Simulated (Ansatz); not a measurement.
AlCl$_{3}$F$_{3}$P, SMILES `F[P+](F)(F)[Al-]([Cl])([Cl])[Cl]` at its PBE0-D4/def2-TZVP geometry, where that method's forces vanish. Charge 0, multiplicity 1.

```csv
atom,x (Å),y (Å),z (Å)
F1,-0.782,-1.986,-0.738
P2,-0.574,-0.459,-0.804
F3,-2.027,0.020,-0.998
F4,-0.029,-0.306,-2.238
Al5,0.752,0.602,1.053
Cl6,2.526,-0.468,0.743
Cl7,0.638,2.574,0.356
Cl8,-0.504,0.023,2.626
```

For each bond, give half the difference of the two atoms' forces along it (eV/Å; positive pushes the atoms apart) under PBE-D4, r2SCAN-D4, B3LYP-D4, ωB97M-V in def2-TZVPP. (An estimate is asked.)

Ansatz gave: 
```json
{"bond": "F1–P2", "length (Å)": "1.542", "PBE-D4": "0.79", "r2SCAN-D4": "0.18", "B3LYP-D4": "0.27", "ωB97M-V": "0.11"}
{"bond": "P2–F3", "length (Å)": "1.542", "PBE-D4": "0.79", "r2SCAN-D4": "0.18", "B3LYP-D4": "0.27", "ωB97M-V": "0.11"}
{"bond": "P2–F4", "length (Å)": "1.542", "PBE-D4": "0.79", "r2SCAN-D4": "0.18", "B3LYP-D4": "0.27", "ωB97M-V": "0.11"}
{"bond": "P2–Al5", "length (Å)": "2.518", "PBE-D4": "-0.66", "r2SCAN-D4": "-0.21", "B3LYP-D4": "-0.16", "ωB97M-V": "0.02"}
{"bond": "Al5–Cl6", "length (Å)": "2.095", "PBE-D4": "0.13", "r2SCAN-D4": "0.04", "B3LYP-D4": "0.07", "ωB97M-V": "0.01"}
{"bond": "Al5–Cl7", "length (Å)": "2.095", "PBE-D4": "0.13", "r2SCAN-D4": "0.04", "B3LYP-D4": "0.07", "ωB97M-V": "0.01"}
{"bond": "Al5–Cl8", "length (Å)": "2.095", "PBE-D4": "0.13", "r2SCAN-D4": "0.04", "B3LYP-D4": "0.07", "ωB97M-V": "0.01"}
```

B3LYP here is the variant with VWN-RPA as its local correlation; programs differ in this.
